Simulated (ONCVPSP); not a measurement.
**Varying the ONCV potential for Au (Z = 79)**

Base potential:

* Element: gold
* Generator: ONCVPSP 4.0.1
* Type: optimised norm-conserving Vanderbilt (ONCV)
* Functional: PBEsol
* Relativity: scalar-relativistic
* Frozen core: [Kr] 4d10 4f14
* Valence charge: 19
* Reference configuration: 5s2 5p6 5d10 6s1
* Partial waves: 5s+6s: rc 1.25 bohr, ncon 4, nbas 8, qcut 8.4 1/bohr, 2 projectors; 5p: rc 1.60 bohr, ncon 4, nbas 9, qcut 9.2 1/bohr, 2 projectors, debl 0.8 Ha; 5d: rc 1.50 bohr, ncon 4, nbas 8, qcut 6.2 1/bohr, 2 projectors, debl 3.7 Ha
* Local potential: polynomial inside 1.20 bohr (lpopt 4, dvloc0 0 Ha)
* Core correction: Teter function, fcfact 2.75, rcfact 1.05

In the p channel the program set the typed energies aside and used -2.198, 0.250 Ha.

Cutoffs, loose and tight: the cutoffs (Ha) at which the residual kinetic energy of the hardest occupied pseudo-wave falls to 1 and 0.1 mHa per electron. They do not see the model core or the augmentation charge, which bear on the density cutoff. Test errors are all-electron minus pseudo excitation energies from the reference, over the configurations 5s2 5p6 5d10 6s0; 5s2 5p6 5d9 6s0; 5s2 5p6 5d8 6s0; 5s2 5p6 5d9 6s1. A dash means not determined; rows that change the core or the reference have their own tests.

```csv
change,outcome,"cutoff, loose","cutoff, tight",bound ghosts,GHOST(+) flags above zero,largest test error (meV)
base,"generated, projector energies reset by the program",32 Ha,53 Ha,none,s,-16
d: qcut 5.6,"generated, projector energies reset by the program",32 Ha,94 Ha,none,s,-15
d: qcut 6.8,"generated, projector energies reset by the program",32 Ha,51 Ha,none,s,-16
d: qcut 7.6,"generated, projector energies reset by the program",32 Ha,51 Ha,none,s,-17
d: qcut 8.1,"generated, projector energies reset by the program",32 Ha,51 Ha,none,s,-17
d: qcut 8.8,"generated, projector energies reset by the program",32 Ha,51 Ha,none,s,-17
d: qcut 9.2,"generated, projector energies reset by the program",32 Ha,51 Ha,none,s,-17
```

(1) What comes out with this change to the base: d: qcut 4.3?

(2) What comes out with this change to the base: d: qcut 3.7?

(3) What comes out with this change to the base: d: qcut 5?

Results:

(1) outcome: generated, projector energies reset by the program; cutoff, loose: 93 Ha; cutoff, tight: 108 Ha; bound ghosts: none; GHOST(+) flags above zero: s, d; largest test error (meV): -31.

(2) outcome: generated, projector energies reset by the program; cutoff, loose: 96 Ha; cutoff, tight: 110 Ha; bound ghosts: none; GHOST(+) flags above zero: s; largest test error (meV): -16.

(3) outcome: generated, projector energies reset by the program; cutoff, loose: 80 Ha; cutoff, tight: 103 Ha; bound ghosts: none; GHOST(+) flags above zero: s; largest test error (meV): -14.

Reading the sweep of the qcut of the d channel (base included, trends over the rows without a ghost): The loose cutoff falls from 96 Ha at 3.7 to 32 Ha at 9.2 1/bohr. The median size of the test errors (rows with all tests solved) is not monotonic: lowest 4.8 meV at 5 1/bohr, highest 10.6 meV at 4.3 1/bohr.
